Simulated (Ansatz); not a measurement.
C$_{4}$H$_{5}$F, singlet, at a GFN2-xTB geometry; PBE0/6-311+G(2d,p) (Ansatz, a quantum-chemistry and plane-wave program).

Input for Ansatz:
Ansatz 0.2 input:
```yaml
crystal:
  periodic: [false, false, false]
  atoms:
    - {symbol: F, position_ang: [1.82560497, 0.13109724, 0.29870795]}
    - {symbol: C, position_ang: [0.50665153, 0.09769812, 0.07722375]}
    - {symbol: C, position_ang: [-0.41238160, 1.02131694, -0.16474702]}
    - {symbol: C, position_ang: [-1.51019149, -0.01270927, -0.25596094]}
    - {symbol: C, position_ang: [-0.41613525, -1.07799909, 0.02892352]}
    - {symbol: H, position_ang: [-0.41415355, 2.08867453, -0.26384180]}
    - {symbol: H, position_ang: [-1.98081913, -0.09767986, -1.23322467]}
    - {symbol: H, position_ang: [-2.27784689, 0.06378594, 0.51124726]}
    - {symbol: H, position_ang: [-0.23412463, -1.78298292, -0.77985140]}
    - {symbol: H, position_ang: [-0.53115966, -1.62151317, 0.96466322]}
basis:
  gaussian:
    orbitals: 6-311+G_2d_p_.json
hamiltonian:
  xc: pbe0
```
The basis file holds 6-311+G(2d,p) in the JSON format of the Basis Set Exchange.

The log (banner, timings and long lists left out):

```
Functional definition: PBE0
1182 factors; their error is unknown
mean field evaluation 1: about -6930.0225 eV, gradient 6.3e1 eV
mean field evaluation 2: about -6924.0463 eV, gradient 7.9e1 eV
mean field evaluation 4: about -6939.1284 eV, gradient 5.8e0 eV
mean field evaluation 8: about -6939.1628 eV, gradient 1.5e-1 eV
mean field evaluation 16: about -6939.1628 eV, gradient 1.5e-5 eV
mean field -6939.16284875 eV, -255.0095311580 hartree, gradient 1.5e-5 eV, S^2 0.000000; 0 other end points of the search recorded, 0 dependent functions left out
reference -6939.16290061 eV, -255.0095330640 hartree; 19, 19 occupied and 146, 146 virtual orbitals, 1182 factors
Total energy: -6939.16290061 eV, -255.0095330640 hartree
```
